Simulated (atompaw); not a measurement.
Pseudopotential generation for Ga: PAW (atompaw), PBE, scalar-relativistic.

| Item | Value |
| --- | --- |
| Element | gallium |
| Generator | atompaw 4.2.0.5 |
| Type | PAW |
| Functional | PBE |
| Relativity | scalar-relativistic |
| Frozen core | [Ar] |
| Valence charge | 13 |
| Reference configuration | 3d10 4s2 4p1 |
| Partial waves | 4s (bound); 4s channel at 1.45 Ry; 4p (bound); 4p channel at 0.95 Ry; 3d (bound); 3d channel at -0.4 Ry |
| Local potential | ultrasoft scheme with l = 3 at -0.5 Ry, radius 2.05 bohr |
| Core correction | smooth core density matched at 2.60 bohr |
| Augmentation charge | gaussian compensation charge, radius 2.65 bohr; PAW radius 2.70 bohr; waves and projectors: bloechl |

All-electron outer shells of the reference configuration (PBE, scalar-relativistic, ld1.x):

```json
{"shell": "3s", "level (eV)": "-148.13", "outermost node (bohr)": "0.27", "outermost maximum (bohr)": "0.56"}
{"shell": "3p", "level (eV)": "-98.86", "outermost node (bohr)": "0.24", "outermost maximum (bohr)": "0.56"}
{"shell": "3d", "level (eV)": "-19.15", "outermost node (bohr)": "–", "outermost maximum (bohr)": "0.53"}
{"shell": "4s", "level (eV)": "-8.95", "outermost node (bohr)": "0.81", "outermost maximum (bohr)": "1.90"}
{"shell": "4p", "level (eV)": "-2.58", "outermost node (bohr)": "0.87", "outermost maximum (bohr)": "2.53"}
```

Results:

- Cutoffs needed: 35 Ry and 40 Ry (the cutoffs (Ry, on a coarse ladder) from which the occupation-weighted sum of valence levels, in a spherical-Bessel basis at the reference potential, stays within 10 and 1 mRy of its value at 400 Ry)
- Ghost test: no extra level below or beside the all-electron valence levels (s, p, d, f tested) (spherical-Bessel basis up to 400 Ry, 20 bohr box)
- Lowest eigenvalue of the overlap operator: 0.03 (p channel)
- Overlap eigenvalues printed by atompaw (projector basis): 0.0177, 0.107, 0.751, 1.66, 4.12, 49.4
- Share of each valence orbital outside the PAW sphere: 4s 29 %, 4p 63 %, 3d 0 %

Generation and tests took about 14 s on one core of a shared server CPU.
